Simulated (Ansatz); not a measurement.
Reaction (isomerisation): `C[CH]([SiH3])[GeH3]` → `C[SiH2][GeH2][CH3]`

Isolated molecules relaxed with PBE0-D4/def2-TZVP in Ansatz; ΔE leaves out vibrations. CCSD(T)/CBS adds triple-zeta CCSD(T) − MP2 to the extrapolated MP2 energy (def2 sets, frozen cores). Functionals use def2-TZVPP. B3LYP here is the variant with VWN-RPA as its local correlation; programs differ in this. For Ge outer-core shells are correlated without core-valence functions, which leaves a few kJ/mol of doubt a bond. Scalar relativity is left out up to krypton. Each species was taken in one conformer, which may not be the lowest.

**Question.** Is it downhill or uphill in electronic energy at CCSD(T)/CBS, and by how much? (An estimate is asked.)

**Answer.** Ansatz gave: Downhill: ΔE = -0.67 eV.

**Question.** What do these levels give: PBE-D4, r2SCAN-D4, ωB97X-V, B2PLYP, PBE, B3LYP, HF/def2-TZVPP, CCSD(T)/def2-TZVPP, HF/def2-QZVPP, MP2/def2-QZVPP, MP2/CBS(def2), CCSD/CBS(def2)? (An estimate is asked.)

**Answer.** The calculation gave: PBE-D4 -0.78, r2SCAN-D4 -0.76, ωB97X-V -0.68, B2PLYP -0.72, PBE -0.81, B3LYP -0.78, HF/def2-TZVPP -0.67, CCSD(T)/def2-TZVPP -0.66, HF/def2-QZVPP -0.66, MP2/def2-QZVPP -0.64, MP2/CBS(def2) -0.64, CCSD/CBS(def2) -0.67 eV.

Largest T1 diagnostic among the species: 0.011.

The D4 term adds +0.06 eV with B3LYP and +0.03 eV with PBE0; it sums over pairs of atoms, weighted by their polarisabilities, and B3LYP, whose exchange is more repulsive, gets the larger term.
